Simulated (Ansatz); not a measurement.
Relaxation of CH5GaO (8 atoms, charge 0, multiplicity 1), to a largest force component of 0.03 eV/Å in at most 50 steps.

Theory: RHF/def2-mTZVP (Ansatz).

```xyz
8
Properties=species:S:1:pos:R:3:forces:R:3
Ga -1.056 0.100 0.953 -0.13 0.00 -0.07
H 1.703 -0.129 1.185 0.38 -0.03 -1.17
O 1.832 -0.138 0.225 -0.19 -0.03 1.18
H 2.462 -0.824 0.053 -0.06 0.05 0.02
C -1.761 0.022 -0.968 -0.05 0.00 0.00
H -2.237 -0.936 -1.181 0.03 0.05 0.01
H -2.507 0.797 -1.146 0.06 -0.05 0.00
H -0.962 0.158 -1.694 -0.02 0.01 0.02
```

Task: Where does it end, and by what steps?

Result: The run converged. The force dipped under the threshold on the way, but the program's further checks kept it going. After 23 steps the energy has fallen by 0.115 eV; H4 moved furthest, 1.01 Å.

```csv
step,energy less start (eV),largest force component (eV/Å),accepted
0,0.0000,1.180,yes
1,-0.0184,1.723,yes
2,0.0004,2.155,no
3,-0.0346,1.416,yes
4,-0.0307,1.593,no
5,-0.0590,0.471,yes
6,-0.0666,0.226,yes
7,-0.0735,0.128,yes
8,-0.0813,0.108,yes
9,-0.0832,0.155,yes
10,-0.0766,1.146,no
11,-0.0878,0.221,yes
12,-0.0905,0.609,yes
13,-0.0992,0.224,yes
14,-0.1017,0.405,yes
15,-0.1024,0.397,yes
16,-0.1126,0.036,yes
17,-0.1137,0.031,yes
18,-0.1112,0.307,no
19,-0.1140,0.073,yes
20,-0.1134,0.245,no
21,-0.1147,0.004,yes
22,-0.1148,0.040,yes
23,-0.1149,0.015,yes
```

```xyz
8
Properties=species:S:1:pos:R:3
Ga -1.137 0.600 1.043
H 2.001 -0.433 1.071
O 1.319 -0.256 0.439
H 1.530 -0.754 -0.339
C -1.505 0.053 -0.911
H -1.362 -1.017 -1.062
H -2.527 0.284 -1.206
H -0.845 0.570 -1.607
```

Time of the run: 43 s on 1 thread of Arm Neoverse V2 (shared host), peak memory 0.17 GiB.
